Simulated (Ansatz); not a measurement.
`C#CO[CH2][AlH][CH3]` and `C#CO[CH2][AlH][OH]` differ in one atom or group.

Ansatz, PBE0-D4/def2-TZVP geometries, multiplicity 1. Each molecule was computed in one conformer, which needn't be the lowest.

```json
{"property": "HOMO energy (B3LYP/def2-TZVPP) / eV", "`C#CO[CH2][AlH][CH3]`": "-7.16"}
{"property": "size of the dipole moment (B3LYP/def2-TZVPP) / D", "`C#CO[CH2][AlH][CH3]`": "0.70"}
{"property": "size of the dipole moment (PBE/def2-TZVPP) / D", "`C#CO[CH2][AlH][CH3]`": "0.81"}
{"property": "LUMO energy (PBE0/def2-TZVPP) / eV", "`C#CO[CH2][AlH][CH3]`": "-0.83"}
{"property": "HOMO–LUMO gap (ωB97M-V/def2-TZVPP) / eV", "`C#CO[CH2][AlH][CH3]`": "10.57"}
{"property": "HOMO energy (PBE/def2-TZVPP) / eV", "`C#CO[CH2][AlH][CH3]`": "-6.10"}
```

(1) Give the same properties after the change, and the shifts. (Best estimate.)

Results:

(1) The calculation gave: 
| property | `C#CO[CH2][AlH][OH]` | shift |
| --- | --- | --- |
| HOMO energy (B3LYP/def2-TZVPP) / eV | -7.60 | -0.44 |
| size of the dipole moment (B3LYP/def2-TZVPP) / D | 1.88 | 1.18 |
| size of the dipole moment (PBE/def2-TZVPP) / D | 1.94 | 1.13 |
| LUMO energy (PBE0/def2-TZVPP) / eV | -0.75 | 0.08 |
| HOMO–LUMO gap (ωB97M-V/def2-TZVPP) / eV | 11.22 | 0.65 |
| HOMO energy (PBE/def2-TZVPP) / eV | -6.50 | -0.40 |

With PBE0 the HOMO falls by 0.46 eV and the LUMO rises by 0.08 eV, so the gap widens by about 0.54 eV. PBE moves the HOMO by -0.40 eV and ωB97M-V by -0.49 eV. Dipoles are sizes alone; their direction can turn.

B3LYP here is the variant with VWN-RPA as its local correlation; programs differ in this.
